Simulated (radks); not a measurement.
The sulfur anion S-, [Ne] 3s2 3p5, held by a Watson sphere: a shell of charge +1.32 at radius R that stands for the Madelung well of a crystal (potential energy -1.32/R inside, -1.32/r outside, in hartree with lengths in bohr). Method: non-relativistic Kohn-Sham, r2SCAN, spin-polarised, spherical densities, point nucleus; open shells are filled with parallel spins first; meta-GGA in the generalised Kohn-Sham scheme; computed with a radial shooting solver on a logarithmic mesh with Libxc functionals.

R (bohr)  e(3s down) (eV)  e(3p up) (eV)  e(3p down) (eV)  <r> 3p (bohr)  sum of <r^2> (bohr^2)  X-ray form factor at sin(theta)/lambda = 0.1 1/angstrom
2.59              -19.760        -10.534           -9.546          2.130                  35.53                                                   14.800
3.25              -18.340         -9.250           -8.298          2.219                  38.09                                                   14.690
3.54              -17.799         -8.733           -7.792          2.250                  38.99                                                   14.656
3.59              -17.710         -8.648           -7.707          2.255                  39.14                                                   14.651
3.69              -17.537         -8.480           -7.542          2.264                  39.41                                                   14.641
